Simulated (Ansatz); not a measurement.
Start from `C[S][Cd][SH]` and change one element to get `C[S][Zn][SH]`.

Ansatz, PBE0-D4/def2-TZVP geometries, multiplicity 1. Each molecule was computed in one conformer, which needn't be the lowest.

Elements past krypton have def2 core potentials. Scalar relativity is left out up to krypton.

```tsv
property	`C[S][Cd][SH]`
size of the dipole moment (PBE/def2-TZVPP) / D	1.66
LUMO energy (B3LYP/def2-TZVPP) / eV	-1.54
LUMO energy (ωB97M-V/def2-TZVPP) / eV	0.40
HOMO energy (B3LYP/def2-TZVPP) / eV	-6.53
HOMO energy (ωB97M-V/def2-TZVPP) / eV	-8.92
HOMO–LUMO gap (B3LYP/def2-TZVPP) / eV	4.98
```

Question: What does the change do to each property? (An estimate is asked.)

Answer: The calculation gave: 
```csv
property,`C[S][Zn][SH]`,shift
size of the dipole moment (PBE/def2-TZVPP) / D,1.63,-0.03
LUMO energy (B3LYP/def2-TZVPP) / eV,-1.14,0.40
LUMO energy (ωB97M-V/def2-TZVPP) / eV,0.72,0.32
HOMO energy (B3LYP/def2-TZVPP) / eV,-6.66,-0.13
HOMO energy (ωB97M-V/def2-TZVPP) / eV,-9.07,-0.15
HOMO–LUMO gap (B3LYP/def2-TZVPP) / eV,5.52,0.54
```

With PBE0 the HOMO falls by 0.14 eV and the LUMO rises by 0.40 eV, so the gap widens by about 0.54 eV. PBE moves the HOMO by -0.14 eV and ωB97M-V by -0.15 eV. Dipoles are sizes alone; their direction can turn.

B3LYP here is the variant with VWN-RPA as its local correlation; programs differ in this.

Positive LUMOs are unbound, so they and the gaps depend on the basis.
